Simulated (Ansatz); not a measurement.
Other settings, tried on the cluster Li5H4⁺ (the lowest singlet isomer of a short search).

```yaml
crystal:
  periodic: [false, false, false]
  atoms:
    - {symbol: Li, position_ang: [0.862692, -2.292734, -0.253094]}
    - {symbol: Li, position_ang: [-1.006871, 2.238657, 0.198905]}
    - {symbol: Li, position_ang: [0.605226, 0.480980, -2.338012]}
    - {symbol: Li, position_ang: [0.215830, 0.080937, 0.081097]}
    - {symbol: Li, position_ang: [-0.750788, -0.535592, 2.283282]}
    - {symbol: H, position_ang: [-0.848105, 0.958433, 1.379541]}
    - {symbol: H, position_ang: [0.894690, -0.940933, -1.362003]}
    - {symbol: H, position_ang: [0.152246, -1.491941, 1.130273]}
    - {symbol: H, position_ang: [-0.124920, 1.502183, -1.119999]}
basis:
  gaussian: {orbitals: 6-31G}
total_charge: 1
hamiltonian: {xc: {name: PBE0}, dispersion: d4, pseudopotentials: {relativity: none}}
```

```sh
$ ansatz run in.yaml --threads 4 --pin off --events-out ev --progress --plain --max-ram 3916MiB
```

Output, abridged:

```
Functional definition: PBE0
758 factors; integrals over basis functions are off by at most 3.4e-5 eV
mean field evaluation 1: about -1079.8879 eV, gradient 2.2e1 eV
mean field evaluation 2: about -1081.8804 eV, gradient 5.5e0 eV
mean field evaluation 4: about -1082.0420 eV, gradient 2.5e-1 eV
mean field evaluation 8: about -1082.0634 eV, gradient 2.4e-3 eV
mean field -1082.06343819 eV, -39.7650979044 hartree, gradient 1.3e-5 eV, S^2 0.000000; 0 other end points of the search recorded, 0 dependent functions left out
reference -1082.06351387 eV, -39.7651006857 hartree; 9, 9 occupied and 44, 44 virtual orbitals, 758 factors
Total energy: -1082.15275891 eV, -39.7683803806 hartree
```

Run time 0.61 s (4 threads of Arm Neoverse V1 on a shared host).
